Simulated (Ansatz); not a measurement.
The cluster NbO₂, relaxed as a doublet with UKS PBE0-D4/def2-TZVP in Ansatz, starting from the GFN1-xTB geometry. Force threshold 0.02 eV/Å.

In the def2 sets Nb takes a core potential; there is no spin–orbit coupling. The structure holds 1 bond(s) between oxygen atoms. The charge 0 doublet is spin-contaminated (final ⟨S²⟩ up to 1.52, 0.75 for a pure state). No other spin state of charge 0 was run. Another isomer (doublet) lies 5.13 eV lower at PBE0-D4/def2-TZVP; other spin states weren't run for this one.

Start:

```tsv
atom	x (Å)	y (Å)	z (Å)
Nb1	-0.469	-0.463	0.912
O2	0.396	-0.380	-0.689
O3	0.073	0.843	-0.223
```

(1) Estimate the energy that the relaxation releases and the steps that it takes.

(2) Does the start keep its bonding and symmetry?

(3) Predict the relaxed structure.

## Answers

(1) 4.5 kcal/mol, in 4 steps; 6.5 s on 4 threads of AMD EPYC 9R45 on a shared host. No frequencies were taken in this run, so the end may be a saddle point.

(2) By distances, no bond broke or formed. The bond that changes most is O2–O3, from 1.35 to 1.42 Å (atoms count from 1). Point group C2v at the start, C2v at the end, both within 0.05 Å.

(3) 
```xyz
3

Nb   -0.483   -0.479    0.939
O     0.411   -0.407   -0.713
O     0.072    0.886   -0.226
```
Bond lengths: 2 × Nb–O 1.88 Å; 1 × O–O 1.42 Å.
